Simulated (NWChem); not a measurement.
## Total energies of HBF

```xyz
3

B      0.6290    -0.3926     0.0000
F     -0.5341     0.1901     0.0000
H      1.6619     0.2522     0.0000
```
Charge 0, spin multiplicity 2.

Program: NWChem. All single points use one geometry, from UPBE0/def2-SVP, a minimum by its harmonic frequencies.

Basis set: STO-3G (11 functions).

```
method   total energy (Ha)
-------  -----------------
UHF             -122.94561
UMP2            -122.99787
UB2PLYP         -123.32159
UPBE            -123.33163
UB3LYP          -123.47062
UTPSS           -123.50474
```

Total energies of different functionals aren't comparable as a measure of quality: only differences taken within one method are. 

The correlated methods keep 2 core orbitals frozen. B3LYP has NWChem's definition, with VWN1-RPA local correlation. The structure started from a generated list of species. The unpaired electrons of the parent sit in orbitals of symmetry a' (Cs labels of the run); other states weren't searched. The stability of the SCF solutions was not checked. Open-shell Hartree-Fock references start from PBE0 orbitals.
